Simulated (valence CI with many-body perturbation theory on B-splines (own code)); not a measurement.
**Forbidden lines of Ce8+**

Level of theory: valence CI with perturbative core correlation (CI+MBPT): four valence electrons over a frozen Dirac-Fock core [Kr] 4d10, radial functions for each j: 8 s, 8 p, 9 d, 9 f, 6 g, 3 h, 2 i, with the one-electron correlation potential Σ1, the two-electron term Σ2, the three-electron term Σ3, Breit, model QED; selected CI, second order for the rest, scaled by the run's own slope (own B-spline code, finite nucleus).

No measured levels were compared; by estimate levels hold to about 250 cm⁻¹ or 0.2 % of their energy and the worst to 1 %, as in measured heavy ions of charge 2 to 7; those with d or f electrons hold less well. Core correlation moves these levels by up to 44000 cm⁻¹, and in measured spectra 5 to 20 % of such shifts remained as error; rates that hang on mixing are uncertain with them.

Lines 51 to 100 of 120 in falling wavelength, among levels below 254170 cm⁻¹, chosen from the decays that carry over 1 % of a level's rate. Wavelengths and rates use the calculated energies, so an error of 200 cm⁻¹ moves a line at 185.2 nm by 0.37 % and its rate by three times that or more. Electric multipoles are in the length gauge, E1 and E2 with the static RPA response of the core. Weak lines are less certain than strong ones. Lines between different terms over intervals too small for the method are left out, as are lines whose strength nearly cancels. Where a level lies close to another of its J and parity, the split of strength between their lines is uncertain. Branching is blank where the lifetime is uncertain.

Names give the largest LS component (configuration and term), which can be under half, so a name can repeat, a term be missing and a line seem to break the LS rules; names also repeat where a configuration has a term twice. Letters in brackets count levels of one name in rising energy.

```
λ vac (nm)           Upper             Lower  Type   A (s⁻¹)  Branch %
     185.2  4f 5s2 5p 3F_2      5s2 5p2 3P_1    M1  1.65e+01      11.6
     185.2  4f 5s2 5p 3F_2      5s2 5p2 3P_1    E2  8.35e+00       5.8
     179.3  4f 5s2 5p 1G_4  5s2 5p2 3P_2 [b]    E2  8.11e+00       2.2
     174.9    5s2 5p2 1S_0      5s2 5p2 3P_1    M1  1.63e+03      96.0
     168.9    4f2 5s2 1G_4    4f 5s2 5p 1D_2    E2  1.09e+01       4.1
     160.8    4f2 5s2 3H_4    4f 5s2 5p 3D_2    E2  6.99e+00       1.2
     160.6  4f 5s2 5p 1D_2  5s2 5p2 3P_2 [b]    E2  8.57e+00       1.9
     155.7    4f2 5s2 3H_5    4f 5s2 5p 3D_3    E2  8.24e+00       2.2
     154.6    4f2 5s2 3F_2    4f 5s2 5p 3D_1    E2  2.60e+01       3.9
     154.3    4f2 5s2 3H_5    4f 5s2 5p 3G_5    E2  5.81e+00       1.6
     152.2    4f2 5s2 1G_4    4f 5s2 5p 1G_4    E2  2.29e+01       8.6
     151.9    4f2 5s2 3F_3    4f 5s2 5p 3D_1    E2  1.05e+01       1.7
     150.0    4f2 5s2 3H_6    4f 5s2 5p 3G_5    E2  5.48e+01          
     145.3    4f2 5s2 3H_5    4f 5s2 5p 3F_4    E2  9.83e+00       2.6
     144.6    4f2 5s2 3F_3    4f 5s2 5p 3D_2    E2  4.35e+01       7.0
     143.8    4f2 5s2 3F_4    4f 5s2 5p 3D_2    E2  1.46e+01       3.1
     143.2    4f2 5s2 3F_4    4f 5s2 5p 3D_3    E2  1.92e+01       4.1
     142.4  4f 5s2 5p 1F_3  5s2 5p2 3P_2 [a]    E2  3.19e+01      11.6
     142.4  4f 5s2 5p 1F_3  5s2 5p2 3P_2 [a]    M1  3.09e+00       1.1
     142.0    4f2 5s2 3F_4    4f 5s2 5p 3G_5    E2  8.22e+00       1.8
     141.4    4f2 5s2 3H_6    4f 5s2 5p 3F_4    E2  6.29e+01          
     139.1    4f2 5s2 3H_5    4f 5s2 5p 1F_3    E2  3.88e+01      10.3
     138.0    4f2 5s2 1G_4    4f 5s2 5p 3D_3    E2  6.28e+01      23.5
     136.9    4f2 5s2 1G_4    4f 5s2 5p 3G_5    E2  4.37e+00       1.6
     136.4  4f 5s2 5p 3F_4  5s2 5p2 3P_2 [a]    E2  2.14e+01       8.2
     134.4    4f2 5s2 3F_4    4f 5s2 5p 3F_4    E2  3.63e+01       7.8
     130.3  4f 5s2 5p 1F_3      5s2 5p2 3P_1    E2  2.58e+01       9.4
     129.8    4f2 5s2 3F_3    4f 5s2 5p 1F_3    E2  3.19e+01       5.1
     129.7    4f2 5s2 1G_4    4f 5s2 5p 3F_4    E2  2.50e+01       9.4
     129.0    4f2 5s2 3F_4    4f 5s2 5p 1F_3    E2  3.83e+01       8.2
     128.9  4f 5s2 5p 3F_2      5s2 5p2 3P_0    E2  1.02e+02      71.3
     128.4  4f 5s2 5p 3D_3  5s2 5p2 3P_2 [a]    E2  1.62e+01       5.5
     128.0  4f 5s2 5p 3D_2  5s2 5p2 3P_2 [a]    E2  4.56e+01      11.2
     128.0  4f 5s2 5p 3D_2  5s2 5p2 3P_2 [a]    M1  1.38e+01       3.4
     124.8    4f2 5s2 1G_4    4f 5s2 5p 1F_3    E2  2.44e+01       9.1
     122.8  4f 5s2 5p 3D_1  5s2 5p2 3P_2 [a]    E2  1.53e+01       3.7
     122.8  4f 5s2 5p 3D_1  5s2 5p2 3P_2 [a]    M1  1.29e+01       3.1
     118.1  4f 5s2 5p 1G_4  5s2 5p2 3P_2 [a]    E2  2.85e+01       7.8
     118.1  4f 5s2 5p 3D_2      5s2 5p2 3P_1    E2  5.33e+01      13.1
     113.7  4f 5s2 5p 3D_1      5s2 5p2 3P_1    E2  1.21e+02      28.9
     109.7  4f 5s2 5p 1D_2  5s2 5p2 3P_2 [a]    E2  2.27e+01       4.9
     109.7  4f 5s2 5p 1D_2  5s2 5p2 3P_2 [a]    M1  1.68e+01       3.7
     108.6    4f2 5s2 3H_4    4f 5s2 5p 3G_4    E2  1.65e+01       2.8
     107.7    4f2 5s2 3H_4    4f 5s2 5p 3F_2    E2  1.88e+02      32.3
     106.5    4f2 5s2 3H_5    4f 5s2 5p 3G_4    E2  1.99e+02      53.0
     106.4    4f2 5s2 3H_4    4f 5s2 5p 3F_3    E2  4.07e+01       7.0
     104.4    4f2 5s2 3H_6    4f 5s2 5p 3G_4    E2  7.35e+01          
     104.4    4f2 5s2 3H_5    4f 5s2 5p 3F_3    E2  1.10e+02      29.3
     102.4  4f 5s2 5p 1D_2      5s2 5p2 3P_1    M1  1.20e+01       2.6
     102.1    4f2 5s2 3F_2    4f 5s2 5p 3G_4    E2  1.12e+01       1.7
```
